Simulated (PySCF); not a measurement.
The dipole of `O[SiH2]O[SiH3]` from its density and from atomic charges.

Coordinates (GFN2-xTB, Å) and charges (e) from the PBE0/pcSseg-1 density (PySCF):

```json
{"atom": "O1", "x": "2.414", "y": "-0.477", "z": "-0.050", "Mulliken": "-0.5581", "IAO": "-0.8034", "Hirshfeld": "-0.3171", "ESP-fitted": "-0.7286"}
{"atom": "Si2", "x": "0.900", "y": "-1.041", "z": "0.076", "Mulliken": "+1.0116", "IAO": "+1.2389", "Hirshfeld": "+0.4629", "ESP-fitted": "+0.9299"}
{"atom": "O3", "x": "-0.082", "y": "0.237", "z": "0.288", "Mulliken": "-0.7382", "IAO": "-0.8960", "Hirshfeld": "-0.3081", "ESP-fitted": "-0.5264"}
{"atom": "Si4", "x": "-1.516", "y": "0.952", "z": "0.500", "Mulliken": "+0.7365", "IAO": "+0.8918", "Hirshfeld": "+0.3952", "ESP-fitted": "+0.5965"}
{"atom": "H5", "x": "2.597", "y": "0.454", "z": "0.046", "Mulliken": "+0.2473", "IAO": "+0.3717", "Hirshfeld": "+0.1819", "ESP-fitted": "+0.4361"}
{"atom": "H6", "x": "0.542", "y": "-1.690", "z": "-1.177", "Mulliken": "-0.1619", "IAO": "-0.1787", "Hirshfeld": "-0.0862", "ESP-fitted": "-0.1699"}
{"atom": "H7", "x": "0.800", "y": "-1.887", "z": "1.258", "Mulliken": "-0.1630", "IAO": "-0.1804", "Hirshfeld": "-0.0870", "ESP-fitted": "-0.1726"}
{"atom": "H8", "x": "-2.358", "y": "0.644", "z": "-0.654", "Mulliken": "-0.1227", "IAO": "-0.1505", "Hirshfeld": "-0.0804", "ESP-fitted": "-0.1234"}
{"atom": "H9", "x": "-1.179", "y": "2.372", "z": "0.585", "Mulliken": "-0.1286", "IAO": "-0.1427", "Hirshfeld": "-0.0807", "ESP-fitted": "-0.1182"}
{"atom": "H10", "x": "-2.108", "y": "0.442", "z": "1.735", "Mulliken": "-0.1229", "IAO": "-0.1507", "Hirshfeld": "-0.0805", "ESP-fitted": "-0.1233"}
```

Problem. Compute μ = Σ q r for each scheme (1 e·Å = 4.803 D) and compare with the dipole of the full density.

Solution. The full density gives (-0.87, 1.08, 0.25) D, 1.40 D in size; dipole vectors point from the negative to the positive end.

| scheme | μx | μy | μz | size (D) | share of the full size (%) | angle to the full dipole (°) |
| --- | --- | --- | --- | --- | --- | --- |
| Mulliken | -1.77 | -0.02 | 0.23 | 1.78 | 127 | 51 |
| IAO | -2.58 | 0.19 | 0.36 | 2.61 | 186 | 46 |
| Hirshfeld | -0.54 | 0.42 | 0.12 | 0.69 | 49 | 13 |
| ESP-fitted | -0.91 | 1.06 | 0.26 | 1.42 | 101 | 2 |

Problem. Which set comes closest?

Solution. Length of the difference vector: ESP-fitted 0.05 D, Hirshfeld 0.75 D, Mulliken 1.42 D, IAO 1.93 D. Closest: ESP-fitted. ESP charges are fitted to the potential around the molecule, whose slowest-falling term is the dipole's. The schemes that divide the density aren't constrained to reproduce the dipole.

Problem. What is left for the Hirshfeld atoms' own dipoles?

Solution. The shares of the density sum to the whole, so what Σ q r misses lies in dipoles about the nuclei. The atomic dipoles sum to (-0.87, 1.08, 0.25) − (-0.54, 0.42, 0.12) = (-0.33, 0.66, 0.13) D, 0.75 D in size.

Problem. With the origin at the mean of the coordinates, (0.001, 0.000, 0.261) Å, which are the largest single terms, by size, of the Mulliken dipole along the direction of the full one?

Solution. Si2 -6.73, Si4 +6.04, O1 +5.12, H9 -1.61, H5 -1.54 D; all 10 atoms together +1.11 D. The single terms depend on the origin, their sum doesn't.

Problem. Give the size of the full dipole in other units.

Solution. 1.40 D = 0.552 au = 0.292 e·Å = 4.68 × 10⁻³⁰ C·m.

Geometry: GFN2-xTB, one conformer, isolated molecule.

Conformer computed: `[OH:1][SiH2:2][O:3][SiH3:4]`: O1–Si2–O3–Si4 179°, H–O1–Si2–O3 3°.
